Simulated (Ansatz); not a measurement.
Frontier orbitals of BrGaH$_{2}$ (`[GaH2][Br]`).

Z-matrix (Å, degrees):
```
Ga
Br 1 2.294
H 1 1.557 2 115.4
H 1 1.557 2 115.4 3 -180.0
```

Total charge 0; spin multiplicity 1. Correlated methods include outer-core shells of Br, Ga, which these sets cover unevenly. Scalar relativity is left out up to krypton. The geometry is a stationary point of PBE0-D4/def2-TZVP. Basis def2-TZVPP, Ansatz.

Orbital energies of one run (eV). Highest occupied ones, from the top: -6.67, -7.21, -8.05, -8.21, -11.46, -18.63, -20.48, -20.54, -20.57, -20.64, -20.81, -67.13, -67.13, -67.23. Empty: -2.64, -1.06, 0.28, 2.28, 2.71, 3.48.

(1) Which functional gave them?
A. BLYP
B. B97M-V
C. r2SCAN
D. r2SCAN0

Results:

(1) A. HOMO energies: BLYP -6.67, r2SCAN0 -8.28, B97M-V -7.24, r2SCAN -7.14 eV.
